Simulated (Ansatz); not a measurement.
The cluster TiS₂. Charge 0, multiplicity 1. Geometry PBE0-D4/def2-TZVP.

```xyz
3

Ti    0.294    0.063   -1.269
S    -0.966    0.579    0.475
S     0.673   -0.642    0.794
```

The restricted singlet is unstable towards broken spin symmetry in Hartree–Fock (as tested in another run); at PBE-D4/def2-TZVP, r2SCAN-D4/def2-TZVP, B97M-V/def2-TZVP, r2SCANh-D4/def2-TZVP and others this wasn't settled. At PBE-D4/def2-TZVP an occupied level of the charge 0 singlet lies above an empty one (by up to 0.11 eV), so this SCF solution is probably not the lowest. No other spin state of charge 0 was run. The geometry of the singlet was relaxed on an unsound state (restricted singlet whose occupied levels cross empty ones at other levels, untested at these). Another isomer (singlet) lies 1.82 eV lower at PBE0-D4/def2-TZVP; other spin states weren't run for this one.

Q: Estimate the orbital energies around the gap (eV) in Ansatz with PBE-D4/def2-TZVP, r2SCAN-D4/def2-TZVP, B97M-V/def2-TZVP, r2SCANh-D4/def2-TZVP, PBE0-D4/def2-TZVP.

A: 
```
orbital  PBE-D4/def2-TZVP  r2SCAN-D4/def2-TZVP  B97M-V/def2-TZVP  r2SCANh-D4/def2-TZVP  PBE0-D4/def2-TZVP
 HOMO−9            -37.76               -39.14            -39.73                -40.31             -41.13
 HOMO−8            -37.64               -38.71            -39.24                -39.85             -40.82
 HOMO−7            -19.41               -20.14            -20.40                -20.82             -21.38
 HOMO−6            -15.20               -15.71            -15.96                -16.29             -16.82
 HOMO−5             -9.33                -9.57             -9.56                 -9.87             -10.17
 HOMO−4             -8.55                -8.79             -8.81                 -9.15              -9.53
 HOMO−3             -8.21                -8.39             -8.35                 -8.74              -9.13
 HOMO−2             -6.79                -6.96             -6.99                 -7.28              -7.63
 HOMO−1             -5.48                -5.51             -5.48                 -5.75              -6.09
   HOMO             -3.68                -3.79             -3.78                 -4.20              -4.74
   LUMO             -3.79                -3.48             -3.46                 -2.90              -2.25
 LUMO+1             -3.32                -3.11             -3.17                 -2.71              -2.22
 LUMO+2             -3.26                -3.05             -2.92                 -2.52              -2.19
 LUMO+3             -3.19                -2.76             -2.91                 -2.37              -1.92
 LUMO+4             -2.84                -2.60             -2.57                 -2.18              -1.61
 LUMO+5             -1.26                -0.91             -0.88                 -0.45               0.01
```
